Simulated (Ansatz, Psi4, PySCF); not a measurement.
C$_{4}$H$_{8}$O$_{2}$ (SMILES C1COCCO1), singlet, at a GFN2-xTB geometry. Base run: REVPBE/cc-pVDZ (PySCF).

Input for PySCF:
```python
from pyscf import gto, scf, dft

mol = gto.Mole()
mol.atom = '''
    C     1.247602    0.545664   -0.003314
    C     0.930822   -0.856959    0.503451
    O    -0.159910   -1.431509   -0.194484
    C    -1.079178   -0.471116   -0.683883
    C    -1.099246    0.782410    0.183746
    O     0.159910    1.431509    0.194484
    H     2.096931    0.966806    0.539985
    H     1.501618    0.498592   -1.072649
    H     1.784703   -1.521487    0.351185
    H     0.705205   -0.813945    1.579306
    H    -0.818025   -0.196019   -1.716519
    H    -2.060881   -0.950849   -0.687076
    H    -1.820753    1.505531   -0.204094
    H    -1.388798    0.511371    1.209863
'''
mol.basis = 'cc-pvdz'
mol.charge = 0
mol.spin = 0
mol.verbose = 4
mol.build()

mf = dft.RKS(mol)
mf.xc = 'revpbe'
mf.kernel()
```

The same geometry, method and basis name were run in Ansatz (a first-principles code) and Psi4 and PySCF, at each program's defaults and at the settings that a row names. The base is PySCF at its defaults. Differences at the defaults can come from grids, fitting, cores and function types together.

| code and settings | ΔE vs base (µEh) | basis functions | E (Eh) | SCF cycles |
|---|---|---|---|---|
| PySCF, defaults (exact integrals, its default grid, spherical functions) | 0.0 | 124 | -307.56243 | 9 |
| Psi4, defaults (density fitting with its default set, its default grid, spherical functions) | … | 124 | … | 8 |
| Ansatz, defaults (factorised integrals, its default grid, spherical functions) | 2.5 | 124 | -307.56243 | - |
| PySCF, density fitting with def2-universal-jkfit | … | 124 | … | 9 |
| PySCF, fine grid | 5.1 | 124 | -307.56243 | 9 |
| Psi4, exact integrals, spherical functions, fine grid | 5.9 | 124 | -307.56243 | 10 |
| Ansatz, high accuracy | 5.3 | 124 | -307.56243 | - |

### Question
Some entries are withheld; supply them.

### Answer

- Psi4, defaults (density fitting with its default set, its default grid, spherical functions), ΔE vs base (µEh): -297
- Psi4, defaults (density fitting with its default set, its default grid, spherical functions), E (Eh): -307.56273
- PySCF, density fitting with def2-universal-jkfit, ΔE vs base (µEh): -145
- PySCF, density fitting with def2-universal-jkfit, E (Eh): -307.56258
